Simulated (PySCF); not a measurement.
C₄H₈BN. Atoms are numbered in the order given.

```xyz
14

C     -1.4122     1.6192     0.0000
C     -0.3735     0.7825     0.0000
C      1.1390     1.0511     0.0000
N      1.3679    -0.4040     0.0000
B      0.0014    -0.7623     0.0000
C     -0.7387    -2.1418     0.0000
H     -2.4408     1.2435     0.0000
H     -1.2898     2.7093     0.0000
H      1.5213     1.5708    -0.8985
H      1.5213     1.5708     0.8985
H      2.2696    -0.8654     0.0000
H     -1.3975    -2.2245    -0.8822
H     -0.0561    -3.0066     0.0000
H     -1.3975    -2.2245     0.8822
```
Charge 0, spin multiplicity 1.

Geometry: B3LYP-D3(BJ)/def2-SVP. This is a generated structure with no PubChem entry under its InChIKey; it may be hypothetical.

Computed with B3LYP/def2-TZVP in PySCF.

Gas-phase values at a fixed geometry.

Question: Estimate the frontier levels, gap, dipole moment and polarisability. (An estimate is asked for; the answer gives what the named calculation found.)

Answer: 
```yaml
highest_occupied_level: -7.02 eV
lowest_empty_level: -0.70 eV
orbital_gap: 6.32 eV
dipole_moment: 1.20 D
quadrupole, principal values (traceless, Buckingham form, about the centre of nuclear charge): -4.14, -0.51, 4.66 D·Å
mean_static_polarisability: 69.8 bohr³ (10.34 Å³)
polarisability_principal_values: 49.2, 74.6, 85.5 bohr³
```
